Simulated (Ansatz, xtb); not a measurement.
# Relative energy of two isomers of C2H5AlBr

Structure X is `[CH2][Al]([CH3])[Br]`, a doublet and structure Y is `C[CH2][Al][Br]`, a doublet. Both are isolated molecules in the gas phase, relaxed with B3LYP/6-31G*; the shapes shown needn't be the lowest conformers.

X (Å):

```xyz
9

C    -1.5387    1.4252    2.1147
C     0.3538    0.3258   -0.5612
Al   -0.0563    0.4635    1.3474
Br    1.3282   -0.6027    2.8356
H    -1.7408    1.4825    3.1850
H    -2.2743    1.9766    1.5255
H     1.3547    0.7189   -0.7793
H    -0.3663    0.8770   -1.1773
H     0.3481   -0.7206   -0.8911
```

Y (Å):

```yaml
atoms:
  - { symbol: C, position_ang: [0.4260, 1.0150, -0.0926] }
  - { symbol: C, position_ang: [-0.5938, 0.1998, -0.8990] }
  - { symbol: Al, position_ang: [-2.4190, -0.0328, -0.0979] }
  - { symbol: Br, position_ang: [-3.9029, -1.2843, -1.3672] }
  - { symbol: H, position_ang: [1.3878, 1.0816, -0.6180] }
  - { symbol: H, position_ang: [0.0805, 2.0405, 0.0827] }
  - { symbol: H, position_ang: [0.6224, 0.5659, 0.8879] }
  - { symbol: H, position_ang: [-0.2278, -0.8204, -1.0874] }
  - { symbol: H, position_ang: [-0.7668, 0.6472, -1.8891] }
```

Which of the two would you expect CCSD(T)/def2-SVP + ΔMP2/def2-TZVPP electronic energies to favour?

Structure Y; the calculation gives E(Y) − E(X) = −12.9 kJ/mol.

How the difference moves with the method:

| level | geometry | E(Y) − E(X) (kJ/mol) | departure from the last row (kJ/mol) | job, with rough time for the two |
| --- | --- | --- | --- | --- |
| GFN2-xTB | GFN2-xTB | −77.0 | −64.2 | optimisation, 0.29 s |
| HF/STO-3G | GFN2-xTB | +51.7 | +64.6 | single point, 0.44 s |
| r2SCAN-D4/def2-SVP | GFN2-xTB | −24.1 | −11.2 | single point, 4.1 s |
| B3LYP/6-31G* | B3LYP/6-31G* | −26.1 | −13.3 | optimisation, 1.8 min |
| HF/def2-SVP | B3LYP/6-31G* | +10.7 | +23.6 | part of the CCSD(T) run |
| MP2/def2-SVP | B3LYP/6-31G* | −28.7 | −15.9 | part of the CCSD(T) run |
| CCSD(T)/def2-SVP | B3LYP/6-31G* | −23.7 | −10.9 | single point |
| CCSD(T)/def2-SVP + ΔMP2/def2-TZVPP | B3LYP/6-31G* | −12.9 |  | single point, 70 s |

As drawn, Y has 1 C–C in place of 1 C–Al.

HF/STO-3G, HF/def2-SVP put the two in the other order. The largest departure from CCSD(T)/def2-SVP + ΔMP2/def2-TZVPP is that of HF/STO-3G, 64.6 kJ/mol. The last row adds to CCSD(T) the change of the MP2 difference between the two basis sets, here +10.9 kJ/mol.

With harmonic frequencies from B3LYP/6-31G* (ideal gas, rigid rotor, one conformer each, 600 K, 1 atm): on the last row, ΔE + ΔZPE = +1.0 kJ/mol. A mode under 50 cm⁻¹ makes harmonic enthalpies and free energies unreliable, so none is given.

Open shells are spin-unrestricted. The correlated steps freeze 16 core orbitals; the filled d shell of Br is correlated, in a basis made for valence electrons. Run with Ansatz 0.2.0, xtb 6.7.1; the last row on 2 threads of Intel(R) Xeon(R) 6975P-C (Granite Rapids) on a shared host.
